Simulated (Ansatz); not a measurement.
Diatomic InCl, closed-shell singlet (the spin of the measured ground state). No spin–orbit coupling.

```csv
level,bond energy D_e (eV)
SVWN5/def2-TZVPP,5.274
PBE/def2-TZVPP,4.694
r2SCAN/def2-TZVPP,4.671
B97M-V/def2-TZVPP,4.805
B3LYP/def2-TZVPP,4.491
PBE0/def2-TZVPP,4.576
BHLYP/def2-TZVPP,4.346
CAM-B3LYP/def2-TZVPP,4.498
wB97X-V/def2-TZVPP,4.660
wB97M-V/def2-TZVPP,4.635
B2PLYP/def2-TZVPP,4.541
CCSD/def2-TZVPP,4.349
CCSD/def2-QZVPP,4.485
CCSD(T)/def2-TZVPP,4.468
CCSD(T)/def2-QZVPP,4.624
"CCSD(T)/CBS(def2-TZVPP, def2-QZVPP)",4.728
```

The rows run from 4.346 (BHLYP/def2-TZVPP) to 5.274 eV (SVWN5/def2-TZVPP). From def2-TZVPP to def2-QZVPP CCSD(T) changes by 0.155. The 11 functionals in def2-TZVPP without D3 or D4 span 0.927, from BHLYP to SVWN5.

D_e counts from the fitted minimum to each atom's lowest state at the same level, without counterpoise. The singlet is restricted.

Correlated levels freeze the inner cores; with def2 sets outer-core shells near the valence are correlated too. CBS: X⁻³ extrapolation of the correlation energy, Hartree–Fock from the larger set.

Programs: Ansatz (Gaussian basis) for Hartree–Fock, density functionals and correlated methods. Each number belongs to the level named beside it. In def2 rows elements past Kr take small-core potentials, without spin–orbit coupling.

Ansatz is an electronic-structure program.
